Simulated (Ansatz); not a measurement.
`CCCC(C)CCC` + `[F][In]([F])[SH]` → `C[S][In]([F])[F]` + `CCCC(C)CC`  (substitution at a C–C bond)

Calculated with Ansatz (gas phase, PBE0-D4/def2-TZVP geometries, no zero-point term in ΔE). CBS: MP2 limit from def2 TZ/QZ plus the TZ coupled-cluster correction, frozen cores. DFT in def2-TZVPP. HSE06 is defined as in plane-wave codes. Elements past krypton have def2 core potentials. For In outer-core shells are correlated without core-valence functions, which leaves a few kJ/mol of doubt a bond. Each species was taken in one conformer, which may not be the lowest.

```tsv
level	ΔE (kJ/mol)	difference from CCSD(T)/CBS
revPBE-D4	10.2	-5.4
BLYP-D4	8.0	-7.6
r2SCAN-D4	13.0	-2.6
B97M-V	17.0	1.4
r2SCANh-D4	14.1	-1.5
r2SCAN0-D4	15.7	0.1
HSE06-D4	13.5	-2.1
CAM-B3LYP-D4	16.2	0.6
PBE	7.7	-7.9
revPBE	4.2	-11.4
r2SCAN	11.7	-3.9
HSE06	11.7	-3.9
HF/def2-SVP	24.3	8.7
HF/def2-TZVPP	16.0	0.4
MP2/def2-TZVPP	18.6	3.0
MP2/def2-QZVPP	16.1	0.5
CCSD(T)/CBS	15.6	0
```

Largest T1 diagnostic among the species: 0.016.

Leaving LDA and LC-ωPBE aside and taking each functional with its dispersion term where it has one, the values, not all of them listed here, spread over 9.2 kJ/mol, from BLYP-D4 to ωB97M-V. LDA lies +9.4 kJ/mol from PBE without D4. From PBE to PBE0 (25 % exact exchange), in def2-TZVPP and without D4, ΔE moves by +4.2 kJ/mol.
